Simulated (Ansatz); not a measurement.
Cost and result for the atomization energy of `C[SiH](N)CN` (15 atoms, 14 bonds).

Z-matrix (Å, degrees):
```
C
Si 1 1.863
H 1 1.093 2 111.7
H 1 1.093 2 110.4 3 -119.8
H 1 1.092 2 110.1 3 121.0
N 2 1.732 1 107.5 3 -58.7
C 2 1.879 1 112.2 3 -175.7
H 2 1.498 1 109.7 3 65.4
H 6 1.008 2 119.6 1 172.0
H 6 1.008 2 118.7 1 32.5
N 7 1.458 2 109.7 1 59.8
H 7 1.104 2 109.0 1 -173.8
H 7 1.097 2 107.7 1 -59.4
H 11 1.013 7 110.1 2 52.5
H 11 1.012 7 111.7 2 172.1
```

The species carries charge 0 and has multiplicity 1. Geometry: relaxed with PBE0-D4/def2-TZVP. It is one conformer, not always the lowest. Program: Ansatz. All runs use 4 threads of an Arm Neoverse V1 on a shared host. Times are those of one run each, without the atoms' runs, and a repeat can differ threefold. Electronic energies, without spin–orbit coupling; frozen cores. CCSD(T)/CBS adds CCSD(T) − MP2 in def2-TZVPP to the MP2 limit, and its time is that of the two runs behind it. T1 = 0.009. B3LYP takes the VWN-RPA correlation (the form of Gaussian; ORCA's B3LYP/G).

CCSD(T)/CBS is a level of theory with its own doubt, some kJ/mol a heavy atom from the limit and from the frozen cores, so smaller differences don't rank the functionals.

```csv
level,functions,wall time
PBE-D4/def2-TZVPP (with forces),306,3.6 s
PBE0-D4/def2-TZVPP,306,4.3 s
r2SCAN-D4/def2-TZVPP (with forces),306,7 s
B3LYP-D4/def2-TZVPP (with forces),306,7.5 s
B2PLYP/def2-TZVPP,306,8.5 s
ωB97X-V/def2-TZVPP,306,11 s
ωB97M-V/def2-TZVPP (with forces),306,17 s
MP2/def2-QZVPP,598,36 s
CCSD(T)/def2-TZVPP,306,16 min
CCSD(T)/CBS(def2),–,16 min
```

**Question.** What atomization energy does each give, and how far from CCSD(T)/CBS? (Best estimate.)

**Answer.** The calculation gave: 
```tsv
level	atomization (kcal/mol)	difference from CCSD(T)/CBS	per bond
PBE-D4/def2-TZVPP (with forces)	1309.1	17.6	1.3
PBE0-D4/def2-TZVPP	1290.7	-0.8	-0.1
r2SCAN-D4/def2-TZVPP (with forces)	1286.8	-4.7	-0.3
B3LYP-D4/def2-TZVPP (with forces)	1295.6	4.1	0.3
B2PLYP/def2-TZVPP	1277.6	-13.9	-1.0
ωB97X-V/def2-TZVPP	1296.9	5.4	0.4
ωB97M-V/def2-TZVPP (with forces)	1297.0	5.5	0.4
MP2/def2-QZVPP	1285.0	-6.5	-0.5
CCSD(T)/def2-TZVPP	1255.5	-36.0	-2.6
CCSD(T)/CBS(def2)	1291.5	0.0	0.0
```

From PBE to PBE0 (25 % exact exchange), in def2-TZVPP and without D4, the atomization energy moves by −17.4 kcal/mol: exact exchange takes away binding that semilocal exchange gives to molecules. In def2-TZVPP, CCSD(T) changes the Hartree–Fock value by +327.8 kcal/mol (the triples alone add +16.0 kcal/mol) and MP2 by +335.9 kcal/mol; breaking electron pairs costs correlation energy, which Hartree–Fock lacks. The D4 term adds +11.4 kcal/mol with B3LYP and +6.1 kcal/mol with PBE0; it sums over pairs of atoms, weighted by their polarisabilities, and B3LYP, whose exchange is more repulsive, gets the larger term.
